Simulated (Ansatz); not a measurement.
Mulliken charges of CH$_{4}$ClGaO$_{2}$, SMILES `C[O][Ga]([OH])[Cl]` from B3LYP/def2-TZVPP in Ansatz (PBE0-D4/def2-TZVP geometry).

| atom | x (Å) | y (Å) | z (Å) | charge (e) |
| --- | --- | --- | --- | --- |
| C1 | 1.176 | 0.891 | 0.595 | -0.116 |
| O2 | 0.439 | -0.308 | 0.502 | -0.390 |
| Ga3 | -0.952 | -0.516 | -0.571 | 0.664 |
| O4 | -1.802 | -2.063 | -0.602 | -0.386 |
| Cl5 | -1.614 | 1.063 | -1.824 | -0.257 |
| H6 | 1.613 | 1.184 | -0.366 | 0.096 |
| H7 | 1.991 | 0.729 | 1.305 | 0.106 |
| H8 | 0.565 | 1.724 | 0.959 | 0.096 |
| H9 | -1.417 | -2.704 | 0.002 | 0.187 |

Question: By hand: the dipole of these point charges (1 e Å = 4.8032 D).

Answer: Σ q r = (0.326, 0.048, 0.253) e Å, of length 0.415 e Å = 1.99 D.

Question: How does the dipole of the full density compare? (An estimate is asked.)

Answer: The calculation gave: (0.293, -0.010, 0.251) e Å, 1.85 D; the point charges give 1.08 times that, at 9° from its direction.

Point charges leave out the atoms' own dipoles, such as those of lone pairs, and Mulliken's split depends on the basis, so the close match here is no proof of good charges.

B3LYP here is the variant with VWN-RPA as its local correlation; programs differ in this.
